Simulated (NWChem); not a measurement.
# C$_{2}$HF$_{3}$Si; SMILES C#C[Si](F)(F)F

```xyz
7

C      0.0000     0.0000     2.6934
C      0.0000     0.0000     1.4787
Si     0.0000     0.0000    -0.3197
F      1.3456    -0.6397    -0.8930
F     -0.1188     1.4851    -0.8930
F     -1.2268    -0.8454    -0.8930
H      0.0000     0.0000     3.7702
```
Atoms are numbered in this order, from 1.

All runs: NWChem. Pople sets run with spherical d functions. Geometry: optimised at PBE0/def2-SVP. Atomic charges in e: unrestrained fits to the electrostatic potential beside Mulliken populations; buried atoms are poorly determined by the fit.

Question: Predict the results for Hartree-Fock/6-31G*. Quantities: ESP C1; Mulliken C1; ESP C2; Mulliken C2; ESP Si3; Mulliken Si3; ESP F4; Mulliken F4; ESP F5; Mulliken F5; relative RMS misfit of the potential (%).

Answer: The ESP C1 is -0.13, the Mulliken C1 comes out as -0.12 and the ESP C2 is -0.42. The Mulliken C2 comes out as -0.35 and the ESP Si3 is 1.46. The Mulliken Si3 is 1.68 and the ESP F4 is -0.40. The Mulliken F4 comes out as -0.51 and the ESP F5 is -0.40. The Mulliken F5 comes out as -0.51 and the relative RMS misfit of the potential (%) is 17.
